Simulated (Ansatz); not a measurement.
Basis-set extrapolation for CH5FSSi2 (`C[Si]1(F)[SiH2]S1`) (PBE0-D4/def2-TZVP geometry, frozen core, Ansatz). Multiplicity 1, RHF reference.

|  | def2-TZVPP | def2-QZVPP |
| --- | --- | --- |
| HF | -1115.816955 | -1115.852471 |
| MP2 correlation | -0.831878 | -0.902148 |
| CCSD(T) correlation | -0.916260 | not run |

Energies in hartree. Use E(X) = E(∞) + A·exp(−7.88·√X) for Hartree–Fock and E(X) = E(∞) + B·X^(−2.97) for correlation, with X = 3 and 4, and add CCSD(T) minus MP2 of the smaller set to the MP2 limit.

Problem. What is the CCSD(T) energy at the basis-set limit?

Solution. HF limit: -1115.852471 + (-0.035516) × 0.13774 = -1115.85736. MP2 limit: -0.902148 + (-0.070270) × 0.74074 = -0.95420. Higher-order term: -0.916260 − (-0.831878) = -0.08438. Total: -1116.89594 hartree, 427.2 kJ/mol below CCSD(T)/def2-TZVPP.
